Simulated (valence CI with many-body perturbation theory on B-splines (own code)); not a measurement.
**E1 line list for Ru¹³⁺**

Computed by valence CI with perturbative core correlation (CI+MBPT): three valence electrons over a frozen Dirac-Fock core [Ar] 3d10, radial functions for each j: 11 s, 11 p, 10 d, 8 f, 5 g, 2 h, with the one-electron correlation potential Σ1, the two-electron term Σ2, the three-electron term Σ3, Breit, model QED; selected CI, second order for the rest, scaled by the run's own slope (own B-spline code, finite nucleus).

No measured spectrum was set against this ion. As an estimate, levels hold to about 250 cm⁻¹ or 0.2 % of their energy and the worst to 1 %, as in measured heavy ions of charge 2 to 7; those with d or f electrons hold less well.

Lines 151 to 200 of 541 in falling wavelength, among levels below 1509100 cm⁻¹, chosen from the strongest by gf and those to the six lowest levels. Wavelengths and rates use the calculated energies, so an error of 1000 cm⁻¹ moves a line at 293.2 Å by 0.29 % and its rate by three times that or more. Electric multipoles are in the length gauge, E1 and E2 with the static RPA response of the core. Weak lines are less certain than strong ones. Lines between different terms over intervals too small for the method are left out, as are lines whose strength nearly cancels. Where a level lies close to another of its J and parity, the split of strength between their lines is uncertain. The highest levels of a list are the least certain.

Names give the largest LS component (configuration and term), which can be under half, so a name can repeat, a term be missing and a line seem to break the LS rules; names also repeat where a configuration has a term twice. Letters in brackets count levels of one name in rising energy.

| λ vac (Å) | Upper | Lower | A (s⁻¹) | log gf | Branch % |
| --- | --- | --- | --- | --- | --- |
| 293.2 | 4p³ ⁴S°_3/2 [a] | 4s4p² ⁴P_1/2 | 5.97e+09 | -0.51 | 20.9 |
| 292.9 | 4s4p5s ²P°_3/2 [b] | 4s²5s ²S_1/2 | 3.90e+10 | 0.30 | 19.6 |
| 292.1 | 4s4p² ²S_1/2 | 4s²4p ²P°_3/2 | 2.97e+10 | -0.12 | 85.3 |
| 291.9 | 4s4p² ²P_1/2 | 4s²4p ²P°_1/2 | 3.74e+10 | -0.02 | 98.7 |
| 291.8 | 4s4p4d ²P°_1/2 [b] | 4s²4d ²D_3/2 | 3.36e+10 | -0.07 | 28.9 |
| 291.7 | 4p³ ⁴S°_3/2 [b] | 4s4p² ⁴P_3/2 | 1.13e+10 | -0.24 | 36.0 |
| 291.2 | 4s4p4d ²D°_3/2 [b] | 4s²4d ²D_5/2 | 1.85e+10 | -0.03 | 14.2 |
| 290.3 | 4s4p4d ²P°_3/2 [b] | 4s²4d ²D_5/2 | 1.58e+10 | -0.10 | 12.5 |
| 289.3 | 4s4p4f ²D_3/2 [b] | 4s²4f ²F°_5/2 | 2.42e+10 | 0.08 | 17.7 |
| 288.2 | 4s4p5p ²S_1/2 [b] | 4s²5p ²P°_3/2 | 3.95e+10 | -0.01 | 31.8 |
| 287.5 | 4s4p4d ²D°_5/2 | 4s²4d ²D_5/2 | 2.65e+10 | 0.29 | 17.1 |
| 287.2 | 4s4p4f ²D_5/2 [b] | 4s²4f ²F°_7/2 | 1.93e+10 | 0.16 | 15.0 |
| 286.6 | 4p³ ²P°_3/2 | 4s4p² ²D_3/2 | 2.75e+09 | -0.87 | 9.7 |
| 286.1 | 4p²4f ⁴G°_11/2 | 4s4p4f ⁴F_9/2 | 4.46e+09 | -0.18 | 3.5 |
| 286.1 | 4s4p² ²P_3/2 | 4s²4p ²P°_3/2 | 4.68e+10 | 0.36 | 83.5 |
| 286.0 | 4s4p4d ²D°_3/2 [b] | 4s²4d ²D_3/2 | 7.73e+09 | -0.42 | 5.9 |
| 285.6 | 4s4p4f ²F_5/2 [c] | 4s²4f ²F°_5/2 | 1.90e+10 | 0.14 | 8.2 |
| 285.2 | 4s4p4d ²P°_3/2 [b] | 4s²4d ²D_3/2 | 2.07e+10 | 0.00 | 16.4 |
| 284.8 | 4s4d² ²F_7/2 [b] | 4s²4f ²F°_5/2 | 8.92e+09 | -0.06 | 3.9 |
| 284.4 | 4s4d² ²F_7/2 [b] | 4s²4f ²F°_7/2 | 1.20e+10 | 0.06 | 5.2 |
| 283.3 | 4s4p4f ²G_9/2 [c] | 4s²4f ²F°_7/2 | 3.82e+10 | 0.66 | 17.7 |
| 279.5 | 4s4p4f ²G_7/2 [c] | 4s²4f ²F°_5/2 | 3.37e+10 | 0.50 | 16.0 |
| 279.0 | 4s4p4f ²G_7/2 [c] | 4s²4f ²F°_7/2 | 6.75e+09 | -0.20 | 3.2 |
| 275.5 | 4p³ ⁴S°_3/2 [b] | 4s4p² ⁴P_1/2 | 4.24e+09 | -0.71 | 13.6 |
| 274.3 | 4p²4f ²D°_3/2 | 4s4p4f ⁴G_5/2 [a] | 8.48e+09 | -0.42 | 8.3 |
| 274.3 | 4s4p5d ⁴D°_5/2 | 4s4p4f ⁴F_7/2 | 8.74e+09 | -0.23 | 14.6 |
| 271.4 | 4s4p4d ⁴F°_3/2 | 4s4p² ²D_3/2 | 1.53e+09 | -1.17 | 52.5 |
| 269.0 | 4s4p4f ²G_9/2 [a] | 4s4p4d ²F°_7/2 [b] | 5.06e+09 | -0.26 | 14.8 |
| 262.1 | 4s4p² ²S_1/2 | 4s²4p ²P°_1/2 | 5.13e+09 | -0.98 | 14.7 |
| 257.2 | 4s4p² ²P_3/2 | 4s²4p ²P°_1/2 | 9.27e+09 | -0.43 | 16.5 |
| 256.6 | 4s4p4f ²F_7/2 | 4s4p4d ²F°_5/2 [b] | 4.60e+09 | -0.44 | 4.0 |
| 256.0 | 4p³ ²P°_3/2 | 4s4p² ⁴P_5/2 | 2.51e+08 | -2.01 | 0.9 |
| 254.9 | 4s4p4f ²F_7/2 | 4s4p4d ²F°_7/2 [b] | 6.61e+09 | -0.29 | 5.8 |
| 252.7 | 4p²4f ²G°_7/2 [a] | 4p²4d ²G_7/2 | 6.94e+09 | -0.27 | 21.8 |
| 252.5 | 4s4d² ²D_3/2 | 4s4p4d ²F°_5/2 [b] | 9.57e+09 | -0.44 | 7.7 |
| 250.1 | 4s²6s ²S_1/2 | 4s²5p ²P°_3/2 | 2.78e+10 | -0.28 | 20.8 |
| 245.8 | 4p³ ²P°_3/2 | 4s4p² ⁴P_3/2 | 1.55e+09 | -1.25 | 5.5 |
| 245.1 | 4s4p4d ⁴P°_5/2 | 4s4p² ²D_3/2 | 4.55e+08 | -1.61 | 0.7 |
| 244.2 | 4p²4d ²P_3/2 [a] | 4p³ ²D°_5/2 | 1.12e+10 | -0.40 | 33.7 |
| 244.0 | 4s4p4f ²D_5/2 [a] | 4s4p4d ²D°_5/2 | 6.69e+09 | -0.45 | 4.2 |
| 242.2 | 4s4p4d ⁴D°_3/2 | 4s4p² ²D_3/2 | 3.83e+09 | -0.87 | 4.3 |
| 241.8 | 4s4p4f ²F_7/2 | 4s4p4d ²F°_7/2 [a] | 1.17e+10 | -0.09 | 10.1 |
| 241.6 | 4s4p4d ²P°_3/2 [a] | 4s4p² ²P_3/2 | 1.25e+10 | -0.36 | 11.4 |
| 239.2 | 4s4p4d ⁴F°_5/2 | 4s4p² ⁴P_5/2 | 1.55e+09 | -1.10 | 39.4 |
| 238.5 | 4s4p4f ²F_5/2 [b] | 4s4p4d ²F°_5/2 [b] | 2.66e+10 | 0.13 | 30.3 |
| 238.0 | 4s4p4f ²G_7/2 [b] | 4s4p4d ²F°_7/2 [b] | 1.71e+10 | 0.06 | 15.9 |
| 237.8 | 4p²4f ⁴D°_7/2 [a] | 4p²4d ²G_7/2 | 5.37e+09 | -0.44 | 11.9 |
| 235.9 | 4p4d² ²F°_5/2 [a] | 4p²4d ²F_7/2 [a] | 8.98e+09 | -0.35 | 28.3 |
| 235.3 | 4s4p4f ²D_3/2 [a] | 4s4p4d ²D°_3/2 [b] | 1.11e+10 | -0.43 | 9.4 |
| 235.2 | 4p4d² ²F°_7/2 | 4p²4d ⁴F_9/2 | 6.13e+09 | -0.39 | 20.0 |
